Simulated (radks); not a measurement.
These are the eigenvalues of the occupied orbitals of an atom or ion with whole-number occupations (eV). Method: Dirac Kohn-Sham, PBE, spin-unpolarised, spherical densities, point nucleus; computed with a radial shooting solver on a logarithmic mesh with Libxc functionals.

1s1/2: -92917.39
2s1/2: -18632.76
2p1/2: -17998.92
2p3/2: -15674.41
3s1/2: -6207.978
3p1/2: -5928.971
3p3/2: -5391.527
3d3/2: -4947.186
3d5/2: -4831.920
4s1/2: -2906.602
4p1/2: -2784.452
4p3/2: -2609.320
4f5/2: -2162.229

Which element is it, and in what charge state? The configuration may be excited. Open shells, if any, fill j = l - 1/2 first.

Answer. Z = 83, bismuth, charge +47: Bi47+ in [Ar] 3d10 4s2 4p5 4f1. The list shows which subshells hold electrons but not how many an open one holds; the 1s level, -3414.7 hartree, gives Z - s = 82.6 by -(Z - s)^2/2, which with screening and relativity narrows Z to a few neighbours, and the depths of the outer levels then fix element, charge and occupations together.
